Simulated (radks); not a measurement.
Coherent X-ray form factor from a spherical all-electron density. Method: non-relativistic Kohn-Sham, PBE, spin-polarised, spherical densities, point nucleus; computed with a radial shooting solver on a logarithmic mesh with Libxc functionals.

| sin(theta)/lambda (1/angstrom) | f0 (electrons) |
|---|---|
| 0.05 | 19.482 |
| 0.1 | 18.214 |
| 0.15 | 16.687 |
| 0.2 | 15.171 |
| 0.25 | 13.738 |
| 0.3 | 12.415 |
| 0.4 | 10.215 |
| 0.5 | 8.674 |
| 0.6 | 7.663 |
| 0.8 | 6.431 |
| 1 | 5.467 |
| 1.25 | 4.313 |
| 1.5 | 3.323 |
| 2 | 2.073 |

The species is in the configuration that NIST lists as its ground one. Which atom or ion scatters so?

Answer. The scandium ion Sc+, [Ar] 3d1 4s1. Extrapolating in s^2 from the first two rows gives f0(0) = 19.9, near the electron count 20; among species with that count, the fall with angle is slower the higher Z, and the table is that of Z = 21; from so few rows the species is fixed only to a neighbour or two.
